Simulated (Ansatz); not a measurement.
Born–Oppenheimer molecular dynamics of Cl3Ge2H5O (11 atoms, charge 0, multiplicity 1). It starts at the highest image of a converged band. Of that band: A structure lower than the last end lies on the path between it and the top, so the climb from that side starts below the end, which may itself be a saddle point or a shallow side well. Neighbouring images differ by up to 1.7 eV, so the band resolves the path poorly. A vibrational analysis at the climbing image gives one clearly imaginary mode, 1152i cm⁻¹: a first-order saddle point.

The calculation used Ansatz, RKS PBE/def2-SVP.

```json
{
  "ensemble": "NVE (velocity Verlet)",
  "time step": "0.5 fs",
  "steps asked": "200",
  "starting velocities drawn for": "100 K",
  "seed": "7040"
}
```

Frames 0.5 fs apart, positions in Å, forces in eV/Å.

Velocities at 25.0 fs (Å/ps):

```
Ge 1.54 1.09 -1.60
Ge -1.88 -0.67 2.86
H 7.28 -2.19 -13.13
H -18.80 -5.62 5.40
H 1.48 1.55 -7.57
Cl 0.78 -0.41 -0.86
Cl 0.73 -0.01 2.38
Cl 0.51 1.03 0.96
O -0.22 -2.55 -11.07
H -31.05 29.04 -16.21
H -1.85 -34.36 29.06
```

```xyz
11
Properties=species:S:1:pos:R:3:forces:R:3 time_fs=25.0 energy_less_start_eV=-0.329 T=383
Ge 0.304 0.314 -0.020 0.02 -0.03 -1.14
Ge -0.242 0.184 2.914 -0.02 -0.54 0.17
H -1.549 -0.227 2.178 0.04 0.10 0.18
H 0.135 -1.018 3.822 0.08 0.08 -0.02
H -0.471 1.456 3.753 0.05 0.13 -0.04
Cl 1.286 0.488 -1.974 -0.14 -0.11 -0.71
Cl -1.583 1.369 -0.261 0.14 -0.25 0.14
Cl 0.258 -1.853 0.165 -0.18 0.09 0.08
O 1.595 1.335 0.706 0.64 0.78 -0.69
H 2.102 1.561 -0.115 0.34 0.21 0.22
H 0.984 0.397 1.838 -0.99 -0.45 1.80
11
Properties=species:S:1:pos:R:3:forces:R:3 time_fs=25.5 energy_less_start_eV=-0.366 T=415
Ge 0.305 0.314 -0.021 0.04 -0.05 -1.15
Ge -0.243 0.183 2.915 -0.05 -0.60 0.23
H -1.545 -0.228 2.171 0.04 0.11 0.18
H 0.126 -1.020 3.825 0.08 0.09 -0.01
H -0.470 1.456 3.750 0.05 0.15 -0.03
Cl 1.287 0.488 -1.975 -0.15 -0.12 -0.74
Cl -1.582 1.369 -0.260 0.13 -0.25 0.14
Cl 0.259 -1.853 0.165 -0.18 0.09 0.08
O 1.595 1.334 0.701 0.59 0.77 -0.54
H 2.087 1.576 -0.122 0.37 0.22 0.17
H 0.981 0.379 1.855 -0.92 -0.40 1.67
11
Properties=species:S:1:pos:R:3:forces:R:3 time_fs=26.0 energy_less_start_eV=-0.409 T=451
Ge 0.306 0.315 -0.021 0.08 -0.07 -1.18
Ge -0.244 0.183 2.917 -0.12 -0.66 0.33
H -1.542 -0.228 2.165 0.04 0.12 0.18
H 0.117 -1.023 3.828 0.07 0.10 0.00
H -0.469 1.458 3.746 0.04 0.16 -0.02
Cl 1.287 0.488 -1.976 -0.16 -0.13 -0.77
Cl -1.582 1.369 -0.259 0.13 -0.25 0.14
Cl 0.259 -1.852 0.166 -0.18 0.10 0.09
O 1.595 1.333 0.695 0.54 0.76 -0.38
H 2.073 1.591 -0.130 0.38 0.21 0.13
H 0.977 0.360 1.875 -0.81 -0.35 1.49
11
Properties=species:S:1:pos:R:3:forces:R:3 time_fs=26.5 energy_less_start_eV=-0.453 T=489
Ge 0.307 0.315 -0.022 0.12 -0.08 -1.20
Ge -0.245 0.182 2.918 -0.23 -0.71 0.46
H -1.538 -0.229 2.160 0.04 0.12 0.17
H 0.108 -1.025 3.830 0.05 0.10 0.01
H -0.468 1.459 3.742 0.04 0.18 -0.01
Cl 1.288 0.488 -1.976 -0.17 -0.14 -0.80
Cl -1.581 1.369 -0.258 0.12 -0.25 0.14
Cl 0.259 -1.851 0.166 -0.19 0.11 0.10
O 1.595 1.332 0.689 0.50 0.74 -0.24
H 2.059 1.607 -0.137 0.36 0.19 0.11
H 0.971 0.341 1.900 -0.65 -0.28 1.25
11
Properties=species:S:1:pos:R:3:forces:R:3 time_fs=27.0 energy_less_start_eV=-0.493 T=523
Ge 0.307 0.316 -0.023 0.16 -0.09 -1.23
Ge -0.246 0.182 2.920 -0.39 -0.76 0.65
H -1.534 -0.229 2.155 0.04 0.13 0.16
H 0.099 -1.027 3.833 0.04 0.11 0.02
H -0.467 1.462 3.738 0.03 0.18 0.00
Cl 1.288 0.487 -1.977 -0.18 -0.14 -0.83
Cl -1.581 1.369 -0.257 0.11 -0.25 0.14
Cl 0.259 -1.851 0.167 -0.19 0.13 0.10
O 1.595 1.331 0.684 0.48 0.73 -0.12
H 2.047 1.623 -0.144 0.33 0.16 0.12
H 0.963 0.320 1.927 -0.43 -0.20 0.97
11
Properties=species:S:1:pos:R:3:forces:R:3 time_fs=27.5 energy_less_start_eV=-0.524 T=550
Ge 0.308 0.317 -0.024 0.19 -0.10 -1.26
Ge -0.247 0.182 2.921 -0.60 -0.80 0.87
H -1.530 -0.229 2.150 0.03 0.13 0.15
H 0.090 -1.029 3.836 0.02 0.11 0.04
H -0.466 1.464 3.734 0.03 0.18 0.01
Cl 1.288 0.487 -1.977 -0.19 -0.15 -0.86
Cl -1.581 1.369 -0.255 0.11 -0.25 0.14
Cl 0.260 -1.851 0.167 -0.19 0.14 0.11
O 1.596 1.330 0.678 0.47 0.73 0.00
H 2.035 1.640 -0.150 0.28 0.12 0.15
H 0.954 0.300 1.956 -0.15 -0.12 0.64
11
Properties=species:S:1:pos:R:3:forces:R:3 time_fs=28.0 energy_less_start_eV=-0.542 T=565
Ge 0.309 0.317 -0.025 0.22 -0.11 -1.29
Ge -0.248 0.181 2.922 -0.86 -0.82 1.13
H -1.526 -0.228 2.146 0.01 0.13 0.14
H 0.081 -1.030 3.839 0.00 0.11 0.06
H -0.465 1.467 3.730 0.02 0.18 0.01
Cl 1.288 0.487 -1.978 -0.20 -0.16 -0.89
Cl -1.580 1.369 -0.254 0.10 -0.25 0.14
Cl 0.260 -1.850 0.168 -0.19 0.15 0.12
O 1.596 1.330 0.672 0.46 0.74 0.10
H 2.024 1.657 -0.157 0.23 0.06 0.20
H 0.945 0.279 1.988 0.19 -0.05 0.28
11
Properties=species:S:1:pos:R:3:forces:R:3 time_fs=28.5 energy_less_start_eV=-0.544 T=567
Ge 0.310 0.318 -0.026 0.25 -0.12 -1.32
Ge -0.249 0.181 2.924 -1.17 -0.83 1.42
H -1.521 -0.227 2.142 0.00 0.13 0.12
H 0.073 -1.032 3.842 -0.02 0.11 0.09
H -0.463 1.470 3.726 0.02 0.16 0.01
Cl 1.289 0.487 -1.979 -0.21 -0.17 -0.91
Cl -1.580 1.369 -0.253 0.10 -0.24 0.14
Cl 0.260 -1.849 0.168 -0.19 0.17 0.13
O 1.596 1.329 0.666 0.47 0.76 0.18
H 2.014 1.674 -0.162 0.17 0.00 0.25
H 0.936 0.258 2.019 0.58 0.02 -0.11
11
Properties=species:S:1:pos:R:3:forces:R:3 time_fs=29.0 energy_less_start_eV=-0.531 T=556
Ge 0.311 0.318 -0.027 0.27 -0.13 -1.36
Ge -0.250 0.180 2.926 -1.49 -0.82 1.71
H -1.517 -0.226 2.138 -0.02 0.13 0.11
H 0.064 -1.033 3.845 -0.04 0.11 0.11
H -0.462 1.474 3.722 0.02 0.15 0.01
Cl 1.289 0.486 -1.980 -0.21 -0.17 -0.94
Cl -1.579 1.369 -0.252 0.09 -0.24 0.14
Cl 0.260 -1.849 0.169 -0.18 0.18 0.14
O 1.597 1.329 0.661 0.48 0.78 0.27
H 2.004 1.691 -0.168 0.12 -0.06 0.30
H 0.929 0.237 2.051 0.99 0.08 -0.49
11
Properties=species:S:1:pos:R:3:forces:R:3 time_fs=29.5 energy_less_start_eV=-0.507 T=535
Ge 0.311 0.319 -0.029 0.27 -0.15 -1.39
Ge -0.251 0.180 2.927 -1.81 -0.79 1.98
H -1.513 -0.225 2.135 -0.04 0.13 0.09
H 0.055 -1.033 3.848 -0.07 0.10 0.14
H -0.461 1.478 3.718 0.01 0.13 0.00
Cl 1.290 0.486 -1.981 -0.22 -0.18 -0.96
Cl -1.579 1.369 -0.250 0.09 -0.24 0.14
Cl 0.260 -1.848 0.169 -0.18 0.19 0.15
O 1.597 1.329 0.655 0.49 0.81 0.35
H 1.994 1.708 -0.172 0.07 -0.12 0.34
H 0.924 0.216 2.081 1.40 0.13 -0.85
11
Properties=species:S:1:pos:R:3:forces:R:3 time_fs=30.0 energy_less_start_eV=-0.478 T=511
Ge 0.312 0.319 -0.030 0.28 -0.16 -1.42
Ge -0.252 0.179 2.929 -2.08 -0.75 2.21
H -1.509 -0.223 2.131 -0.07 0.12 0.07
H 0.046 -1.034 3.852 -0.09 0.10 0.17
H -0.459 1.483 3.715 0.01 0.10 -0.01
Cl 1.290 0.486 -1.982 -0.23 -0.19 -0.98
Cl -1.578 1.369 -0.249 0.08 -0.24 0.14
Cl 0.260 -1.848 0.170 -0.18 0.20 0.15
O 1.598 1.328 0.649 0.49 0.83 0.44
H 1.984 1.724 -0.176 0.04 -0.17 0.38
H 0.922 0.195 2.109 1.75 0.15 -1.14
11
Properties=species:S:1:pos:R:3:forces:R:3 time_fs=30.5 energy_less_start_eV=-0.453 T=490
Ge 0.313 0.320 -0.031 0.28 -0.18 -1.45
Ge -0.253 0.178 2.931 -2.26 -0.69 2.36
H -1.505 -0.221 2.128 -0.09 0.11 0.04
H 0.037 -1.034 3.856 -0.12 0.09 0.20
H -0.458 1.487 3.711 0.02 0.08 -0.01
Cl 1.290 0.485 -1.983 -0.24 -0.19 -1.00
Cl -1.578 1.368 -0.248 0.07 -0.23 0.13
Cl 0.260 -1.847 0.171 -0.18 0.21 0.16
O 1.599 1.328 0.644 0.50 0.86 0.53
H 1.975 1.740 -0.178 0.01 -0.21 0.39
H 0.925 0.175 2.135 2.00 0.16 -1.34
```

Of the whole run (100 fs, mean temperature of the second half 1080 K): The conserved energy stayed within 0.13 meV per atom of its start (net change -0.067 meV per atom), so the integration is sound. The kinetic energy rose, since the run started high on the potential surface and went downhill. It ends in pieces (Cl3GeHO + GeH4), so much of that is their flight and rotation, not heat. A run of 0.1 ps of so small a system gives no equilibrium averages. The orbitals stay closed-shell, which can raise the energy where a bond breaks towards radicals; this wasn't checked here.

Run time: 2.4 min on 4 threads of AMD EPYC 9R45 96-Core Processor (Zen 5), with other jobs on the host, peak memory 0.29 GiB.
